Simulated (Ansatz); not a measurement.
(CsH)n off: PBE-D4/def2-SVP single points in Ansatz on relaxed structures, gas phase. Each cluster is the lowest isomer that a short search found in that spin, judged at the geometry's level, and lower ones may exist. Core potentials for Cs, no spin–orbit coupling. HOMO and LUMO are taken over both spins. Binding counts from free atoms in the multiplicity of their measured ground term, without zero-point energy. The structures are stationary points that may keep the symmetry of their start.

```csv
species,atoms,state,geometry,HOMO (eV),LUMO (eV),gap (eV),binding per atom (eV),point group (within 0.1 Å)
Cs3H2,5,doublet,PBE-D4/def2-TZVP,-1.75,-1.27,0.48,1.07,Cs
Cs4H3,7,doublet,PBE0-D4/def2-TZVP,-1.69,-1.22,0.47,1.17,–
```

(1) Estimate the rows for Cs3H4 (doublet, r2SCAN-D4/def2-TZVP geometry).

(1) 
```
species  atoms    state             geometry  HOMO (eV)  LUMO (eV)  gap (eV)  binding per atom (eV)  point group (within 0.1 Å)
  Cs3H4      7  doublet  r2SCAN-D4/def2-TZVP      -1.65      -1.45      0.20                   1.38                           –
```

The gap (eV) runs from 0.20 (Cs3H4) to 0.48 (Cs3H2). The binding per atom (eV) runs from 1.07 (Cs3H2) to 1.38 (Cs3H4).
